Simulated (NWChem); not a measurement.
System: hexafluoroethane (C$_{2}$F$_{6}$); SMILES FC(C(F)(F)F)(F)F

NWChem input:

```
start job
memory heap 200 mb stack 900 mb global 1100 mb
geometry units angstroms noautoz
  F      0.898014    -0.863234     1.218485
  C      0.000000     0.000000     0.771040
  F      0.298576     1.209320     1.218485
  F     -1.196590    -0.346085     1.218485
  C      0.000000     0.000000    -0.771038
  F      1.194582     0.352955    -1.218483
  F     -0.291623    -1.211016    -1.218483
  F     -0.902959     0.858061    -1.218483
end
basis spherical
  * library def2-tzvp
end
dft
  xc b3lyp
  iterations 150
  semidirect filesize 400000000
  mulliken
end
task dft energy
```

All runs use the structure optimised with PBE0/def2-SVP.

Q: Predict the main results of this run. (B3LYP/def2-TZVP.) Quantities: basis functions; energy (Ha); highest occupied level (eV); orbital gap (eV).

A: 
| Quantity | Value |
|---|---|
| number of basis functions | 248 |
| energy (Ha) | -675.57 |
| highest occupied level (eV) | -11.13 |
| orbital gap (eV) | 12.96 |
